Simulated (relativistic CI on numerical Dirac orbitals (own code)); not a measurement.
Calculated at this level of theory: Dirac-Coulomb-Breit CI, orbitals from a KLI potential per configuration, a model potential for QED, unscaled Slater integrals (own radial code, finite nucleus).

The strongest absorption lines from the ground level of an ion, among the configurations computed and to levels below about 1870 eV (vacuum wavelength in Å, gf): 7.2331 (0.54), 7.2437 (0.4), 7.3556 (0.62), 7.3737 (0.98), 7.3812 (1.8), 7.3893 (1.5), 7.4205 (0.83), 7.5675 (1.1).

Q: Which ion is it?
A. As24+
B. Rb30+
C. As26+
D. As28+

A: C. As26+ has 7 electrons and the ground level 2s2 2p3 4S°_3/2; the strongest line goes to 2s2 2p2 3d 4P_3/2. The pattern of lines fixes the number of electrons, and along that sequence the line energies rise steadily with the charge (about as its square where n changes within one kind of shell, about linearly where n is kept but much faster in heavy ions where fine structure, which grows about as Z⁴, sets the gap, and irregularly where shells cross), which fixes Z. Configurations outside the model, such as inner-shell arrays, can give stronger lines. At this charge energies of transitions that change n are usually good to better than 1 %, and those within a shell (Δn = 0) to a few per cent.

LS names give the leading component of a level, which can be under half, so a name can repeat, a term be missing and a line seem to break the LS rules.
